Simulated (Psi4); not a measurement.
H2O2Zn (SMILES [OH][Zn][OH]), singlet, at a GFN2-xTB geometry (such geometries of metal compounds can be far from the true shape). Base run: B3LYP/STO-3G run with Psi4.

Geometry (Å):
```xyz
5

Zn    -0.0004     0.1695     0.0311
O      1.2532    -0.1577    -1.0818
H      1.8266     0.5156    -1.4417
O     -1.2514    -0.5375     0.9544
H     -1.8278    -0.0385     1.5292
```
All else is at Psi4's defaults (density fitting).
Base energy -1908.18179 Eh.

Variants of this job, named by their change:

| change | ΔE vs base (µEh) | SCF cycles | grid points | basis functions |
|---|---|---|---|---|
| base | 0.0 | 16 | 106527 | 30 |
| dft_radial_points = 150 | -39.4 | 16 | 211291 | 30 |
| e_convergence = 1e-8 | 0.0 | 17 | 106527 | 30 |
| scf_type = dfdirj+cosx | -3489 | 17 | 106527 | 30 |
| basis_guess = sto-3g | 0.0 | 1 | 106527 | 30 |
| scf_type = direct | 1789 | 20 | 106527 | 30 |
| dft_spherical_points = 194 | 184 | 16 | 68477 | 30 |
| scf_type = cd | 1792 | 17 | 106527 | 30 |
| soscf = true | 0.0 | 15 | 106527 | 30 |
| cholesky_tolerance = 1e-6 (with scf_type cd) | 1794 | 16 | 106527 | 30 |
| dft_nuclear_scheme = stratmann | 21.1 | 16 | 100291 | 30 |
| d_convergence = 1e-8 | 0.0 | 19 | 106527 | 30 |
| d_convergence = 1e-10 | 0.0 | 21 | 106527 | 30 |
